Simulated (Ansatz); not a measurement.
`CC(C)[NH][AlH][F]`, charge 0, multiplicity 1.

Give a relaxed structure at PBE0-D4/def2-TZVP (Ansatz). (An estimate is asked.)

Ansatz gave: 
```xyz
15

C    -0.7351    0.8317   -1.2910
C    -0.2822    0.3110    0.0659
C    -1.4505   -0.2767    0.8450
N     0.8020   -0.6484   -0.0691
Al    2.4375   -0.5031    0.5587
F     3.4939   -1.7402    0.2719
H    -1.1267    0.0114   -1.9014
H    -1.5272    1.5776   -1.1867
H     0.0990    1.2838   -1.8311
H     0.1112    1.1610    0.6387
H    -1.1274   -0.6159    1.8311
H    -1.8676   -1.1377    0.3125
H    -2.2513    0.4559    0.9742
H     0.5154   -1.4656   -0.5912
H     2.9091    0.7554    1.3727
```
Point group Cs.
This is one stationary point; other conformers may exist.
